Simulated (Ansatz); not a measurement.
Total energies of Cd₅NiSe₄Cl₄ from Ansatz at r2SCAN-D4/def2-TZVP, gas phase (1 Eh = 27.2114 eV = 2625.5 kJ/mol). The reference geometry is relaxed at r2SCAN-D4/def2-SVP.

```csv
atom,x (Å),y (Å),z (Å)
Se1,1.9369,-2.2789,-0.9171
Se2,-2.6157,-0.2235,-1.2872
Se3,1.2045,1.8656,-0.0434
Se4,-0.4614,-0.8412,3.1359
Ni5,1.9086,0.0677,-1.3082
Cd6,-0.9714,1.8943,-1.5883
Cd7,-0.5271,-1.7117,-1.6564
Cd8,0.7826,-2.2112,1.3568
Cd9,-2.0149,-0.7783,1.1024
Cd10,1.0144,1.2930,2.4785
Cl11,0.7386,0.2019,-3.2584
Cl12,-1.7438,3.8089,-2.6964
Cl13,-1.4221,-3.4043,0.4434
Cl14,2.1707,2.3177,4.2383
```

| state | geometry | energy (Eh) |
| --- | --- | --- |
| charge 0 triplet | reference | -13795.00235 |
| charge 1 quartet | reference | -13794.69180 |
| charge -1 doublet | reference | -13795.12228 |
| free Se atom (triplet) | – | -2401.47526 |
| free Ni atom (triplet) | – | -1508.25535 |
| free Cd atom (singlet) | – | -167.83561 |
| free Cl atom (doublet) | – | -460.11688 |

In the def2 sets Cd takes a core potential; there is no spin–orbit coupling. Single mean-field runs in def2-TZVP are fitted with def2-universal-jkfit.

Work out the vertical ionisation energy to the quartet.

E(charge 1 quartet) − E(charge 0 triplet) = -13794.69180 − (-13795.00235) = 0.31055 Eh = 8.45 eV. For comparison, −ε of the highest occupied level of the spin that leaves is 6.64 eV at this level, 1.81 eV less.

Work out the vertical electron affinity, to the doublet.

E(charge 0 triplet) − E(charge -1 doublet) = -13795.00235 − (-13795.12228) = 0.11993 Eh = 3.26 eV. The basis lacks diffuse functions, which makes affinities too small.

Give the fundamental gap IE − EA, the Mulliken electronegativity (IE + EA)/2 and the hardness (IE − EA)/2.

From the values in Eh: IE − EA = 0.31055 − 0.11993 = 0.19062 Eh = 5.19 eV; (IE + EA)/2 = 5.86 eV; (IE − EA)/2 = 2.59 eV.

What is the binding energy per atom against free atoms?

Atoms: 4 × (-2401.47526) + 1 × (-1508.25535) + 5 × (-167.83561) + 4 × (-460.11688) = -13793.80196 Eh. Binding: -13793.80196 − (-13795.00235) = 1.20039 Eh = 32.66 eV, or 2.33 eV for each of 14 atoms (no zero-point energy, no counterpoise term).

At r2SCAN-D4/def2-TZVP the gap within one spin of the charge 1 quartet nearly closes, so an electron or hole may be smeared out by delocalisation error.   The singlet lies 0.01 eV above the triplet at this level but is left out (at the level of its geometry, restricted singlet, unstable towards broken spin symmetry at other levels and untested here).
